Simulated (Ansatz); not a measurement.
C4H6F4, SMILES `FCC(F)CC(F)F` from Hartree–Fock to CCSD(T)

Z-matrix (Å, degrees):
```
C
C 1 1.504
F 1 1.375 2 110.4
H 1 1.095 2 109.9 3 119.5
H 1 1.095 2 110.2 3 -119.6
C 2 1.513 1 111.8 3 -172.4
F 2 1.388 1 108.9 3 67.6
H 2 1.095 1 109.5 3 -49.0
C 6 1.506 2 112.2 1 178.9
H 6 1.093 2 109.9 1 -60.5
H 6 1.093 2 110.3 1 58.9
F 9 1.357 6 109.5 2 177.9
F 9 1.360 6 109.9 2 -64.5
H 9 1.093 6 113.8 2 56.5
```

Charge 0, multiplicity 1. The geometry is a stationary point of PBE0-D4/def2-TZVP. It is one conformer, not always the lowest. Frozen core, restricted reference, Ansatz 0.2.0. CBS rows extrapolate triple and quadruple zeta; past MP2 they add the triple-zeta difference.

```
     basis     HF (Eh)  MP2 corr.
  def2-SVP  -552.28260   -1.27828
def2-TZVPP  -552.95760   -1.66029
def2-QZVPP  -552.98166   -1.80114
```

Q: Estimate the CCSD correlation energy and the (T) correction in each basis where they were run (hartree).

A: 
```
     basis  CCSD corr.       (T)
  def2-SVP    -1.33157  -0.02942
def2-TZVPP    -1.69613  -0.05695
 CBS(def2)    -1.94131     as TZ
```
